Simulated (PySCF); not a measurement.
## A survey of $^{15}$N NMR shifts

How the numbers were obtained: coordinates at the GFN2-xTB level, shieldings: GIAO PBE0/pcSseg-1, in PySCF (single conformer, rapidly exchanging positions averaged, in vacuum, no relativistic terms).

Shieldings were converted by a linear fit to measured shifts: $^{15}$N (scatter 6.3 ppm rms vs CH3NO2, solution or neat liquid). Occasional misses reach two or three times the rms, and more in compound classes unlike the fitted ones.

Give the $^{15}$N shifts of `CC[C@@H]1CC[Si@@H](O)N1`, `CC#C[C@@H](C)N[SiH2]S`, `O=CCO[Si@@H](O)[C@H]1CCN1`, `CO[SiH2]NC1CCC1`.

## Answers


| compound | environment | δ (ppm) |
| --- | --- | --- |
| CC[C@@H]1CC[Si@@H](O)N1 | nitrogen bonded to C, Si, H, in a 5-membered ring | -336.7 |
| CC#C[C@@H](C)N[SiH2]S | nitrogen bonded to C, Si, H | -335.8 |
| O=CCO[Si@@H](O)[C@H]1CCN1 | amine nitrogen | -365.7 |
| CO[SiH2]NC1CCC1 | nitrogen bonded to C, Si, H | -350.4 |
